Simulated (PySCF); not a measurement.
VOF3, SMILES [O]=[V]([F])([F])[F], multiplicity 1. Atoms are numbered in the order given.

```xyz
5

V      0.0000     0.0000    -0.0387
O      0.0000     0.0000    -1.5841
F     -1.4034     0.8102     0.5023
F      1.4034     0.8102     0.5023
F      0.0000    -1.6205     0.5023
```
Charge 0, spin multiplicity 1.

Geometry optimised at B3LYP-D3(BJ)/def2-SVP. The multiplicity is an assumed one; other spin states were not compared.

Calculation: PBE/def2-TZVP run with PySCF.

Symmetry labels are those of the subgroup Cs that the program uses (full group C3v).

Question: List the valence orbital energies around the gap with their symmetry. (An estimate is asked for; the answer gives what the named calculation found.)

Answer: 
```csv
orbital,symmetry,energy (eV)
HOMO−7,A",-12.06
HOMO−6,A',-11.47
HOMO−5,A",-11.08
HOMO−4,A',-11.08
HOMO−3,A",-10.69
HOMO−2,A',-10.05
HOMO−1,A',-9.56
HOMO,A",-9.56
LUMO,A',-4.88
LUMO+1,A",-4.88
LUMO+2,A',-3.41
LUMO+3,A",-3.41
```
